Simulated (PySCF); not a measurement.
Geometries of 5 isomers of C7H6N2Se, from PBE0-D3(BJ)/def2-SVP geometry optimisation, gas phase in PySCF 2.14.0. One conformer each, no zero-point energy, no frequencies.

**Question.** Which is lowest in electronic energy at this level?
A.
```xyz
16
angstrom
N     -1.130   -1.501    1.847
C     -0.844   -0.722    1.039
C     -0.477    0.245    0.033
C      0.990    0.370   -0.209
C      1.573    1.284   -1.155
N      2.868    1.321   -1.300
Se     3.620    0.119   -0.184
C      1.951   -0.366    0.432
C     -1.451    0.416   -1.124
C     -1.371    1.471   -0.082
H      0.979    1.966   -1.775
H      1.783   -1.127    1.195
H     -0.998    0.597   -2.102
H     -2.324   -0.240   -1.137
H     -0.863    2.411   -0.312
H     -2.187    1.557    0.639
```
B.
```xyz
16
angstrom
N      3.569   -1.343    0.043
C      2.569   -0.774   -0.115
C      1.320   -0.108   -0.306
C      1.333    1.213   -0.590
Se    -0.141    2.310   -0.916
C     -1.503    0.920   -0.854
C     -1.171   -0.152    0.188
C     -2.316   -1.048    0.342
N     -3.228   -1.754    0.442
C      0.083   -0.960   -0.165
H      2.286    1.747   -0.641
H     -2.441    1.434   -0.606
H     -1.607    0.472   -1.852
H     -1.013    0.341    1.163
H      0.257   -1.714    0.617
H     -0.092   -1.525   -1.096
```
C.
```xyz
16
angstrom
C     -2.640   -0.323    0.609
C     -2.644    0.703   -0.386
C     -1.339    0.972   -0.707
N     -0.536    0.146    0.056
C      0.846    0.141   -0.004
N      1.518    0.902   -0.801
C      2.869    0.732   -0.689
C      3.327   -0.180    0.212
Se     1.897   -0.985    1.088
C     -1.332   -0.646    0.859
H     -3.507   -0.775    1.087
H     -3.516    1.191   -0.816
H     -0.881    1.668   -1.403
H      3.525    1.332   -1.324
H      4.360   -0.444    0.431
H     -0.898   -1.374    1.541
```
D.
```xyz
16
angstrom
C     -1.652   -1.468    0.756
C     -1.390   -0.031    0.456
Se    -2.707    1.266    0.442
N     -1.492    2.538    0.014
C     -0.321    1.982   -0.081
C     -0.177    0.566    0.148
C      1.067   -0.171    0.071
C      2.281    0.340   -0.229
C      3.449   -0.468   -0.285
N      4.410   -1.118   -0.336
H     -1.357   -2.107   -0.091
H     -1.078   -1.796    1.637
H     -2.714   -1.660    0.962
H      0.525    2.631   -0.336
H      1.009   -1.245    0.274
H      2.423    1.403   -0.444
```
E.
```xyz
16
angstrom
C      0.662    2.804    1.717
C      1.061    1.717    1.358
C      1.497    0.431    0.919
N      2.687   -0.022    1.235
Se     2.857   -1.642    0.503
N      1.213   -1.592   -0.216
C      0.663   -0.451    0.100
C     -0.697   -0.094   -0.348
C     -1.158   -0.533   -1.717
C     -1.729   -1.183   -0.506
H      0.323    3.772    2.039
H     -1.039    0.880    0.009
H     -0.435   -1.105   -2.304
H     -1.777    0.166   -2.285
H     -2.755   -0.948   -0.213
H     -1.393   -2.196   -0.271
```

**Answer.** C. That is `c1ccn(-c2ncc[se]2)c1`, 23.7 kcal/mol below the next.

```json
{"SMILES": "c1ccn(-c2ncc[se]2)c1", "atoms numbered as above": "[cH:1]1[cH:2][cH:3][n:4](-[c:5]2[n:6][cH:7][cH:8][se:9]2)[cH:10]1", "E (Eh)": "-2780.11531", "relative (kcal/mol)": "0.0", "relative (kJ/mol)": "0.0", "dipole (D)": "1.70"}
{"SMILES": "N#CC1=C[Se]C[C@@H](C#N)C1", "atoms numbered as above": "[N:1]#[C:2][C:3]1=[CH:4][Se:5][CH2:6][C@@H:7]([C:8]#[N:9])[CH2:10]1", "E (Eh)": "-2780.07760", "relative (kcal/mol)": "23.7", "relative (kJ/mol)": "99.0", "dipole (D)": "4.03"}
{"SMILES": "Cc1[se]ncc1/C=C/C#N", "atoms numbered as above": "[CH3:1][c:2]1[se:3][n:4][cH:5][c:6]1/[CH:7]=[CH:8]/[C:9]#[N:10]", "E (Eh)": "-2780.07752", "relative (kcal/mol)": "23.7", "relative (kJ/mol)": "99.2", "dipole (D)": "4.32"}
{"SMILES": "N#CC1(c2cn[se]c2)CC1", "atoms numbered as above": "[N:1]#[C:2][C:3]1([c:4]2[cH:5][n:6][se:7][cH:8]2)[CH2:9][CH2:10]1", "E (Eh)": "-2780.06205", "relative (kcal/mol)": "33.4", "relative (kJ/mol)": "139.8", "dipole (D)": "2.13"}
{"SMILES": "C#Cc1n[se]nc1C1CC1", "atoms numbered as above": "[CH:1]#[C:2][c:3]1[n:4][se:5][n:6][c:7]1[CH:8]1[CH2:9][CH2:10]1", "E (Eh)": "-2780.00917", "relative (kcal/mol)": "66.6", "relative (kJ/mol)": "278.7", "dipole (D)": "1.62"}
```

As drawn, the highest has a three-membered ring and a C≡C bond, which the lowest lacks.
